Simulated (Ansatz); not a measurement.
Calculated with Ansatz (gas phase, PBE0-D4/def2-TZVP geometries, no zero-point term in ΔE). CBS: MP2 limit from def2 TZ/QZ plus the TZ coupled-cluster correction, frozen cores. DFT in def2-TZVPP. def2 core potentials past Kr. For Sn outer-core shells are correlated without core-valence functions, which leaves a few kJ/mol of doubt a bond. Each species was taken in one conformer, which may not be the lowest.

Consider the substitution at a C–O bond: `FC[O][SnH3]` + `OCS` → `FCOCS` + `[OH][SnH3]`.

`FC[O][SnH3]`:

Cartesian coordinates in Å:
```
F 0.405 1.717 -0.593
C 0.722 0.479 -1.161
O 0.812 -0.477 -0.206
Sn -0.644 -0.606 1.147
H -0.074 0.288 -1.896
H 1.691 0.598 -1.656
H -2.105 -0.361 0.303
H -0.448 -2.198 1.711
H -0.359 0.559 2.350
```

`OCS`:

Cartesian coordinates in Å:
```
O 0.522 -0.786 0.809
C 0.201 0.308 -0.012
S -1.578 0.503 -0.136
H 1.479 -0.883 0.819
H 0.552 1.258 0.410
H 0.623 0.198 -1.016
H -1.798 -0.597 -0.874
```

`FCOCS`:

```xyz
10

F    -1.163   -1.769    0.315
C    -0.587   -1.132   -0.768
O    -0.433    0.206   -0.532
C     0.566    0.504    0.425
S     0.928    2.255    0.451
H    -1.263   -1.237   -1.617
H     0.374   -1.633   -0.946
H     1.506    0.007    0.159
H     0.259    0.167    1.416
H    -0.187    2.630    1.097
```

`[OH][SnH3]`:

```xyz
6

O     0.989    0.941   -0.625
Sn   -0.317   -0.177    0.336
H     1.255    0.571   -1.470
H     0.388   -1.707    0.625
H    -1.719   -0.327   -0.631
H    -0.596    0.698    1.765
```

| level | ΔE (eV) |
| --- | --- |
| BLYP-D4 | -0.02 |
| CAM-B3LYP | -0.04 |
| LC-ωPBE | -0.04 |
| MP2/CBS(def2) | -0.04 |

Q: What does CCSD(T)/CBS give? (Best estimate.)

A: Computed: -0.03 eV. The listed levels differ from it by 0.01, -0.01, -0.01, -0.01 eV.

Q: What do rigid-rotor, harmonic-oscillator terms from PBE0-D4/def2-TZVP frequencies (298.15 K, 1 bar) make of the CCSD(T)/CBS value? (Estimate.)

A: The calculation gave: ΔZPE = -0.01 eV, ΔH = -0.04 eV, ΔS = -1 J/(mol·K), ΔG = -0.03 eV. Modes under 50 cm⁻¹ make the entropy rough.

Largest T1 diagnostic among the species: 0.014.

At CCSD(T), def2-SVP lies +0.07 eV from the extrapolated value and def2-TZVPP −0.01 eV. Leaving LDA and LC-ωPBE aside and taking each functional with its dispersion term where it has one, the values, not all of them listed here, spread over 0.03 eV, from B2PLYP to BHLYP-D4.
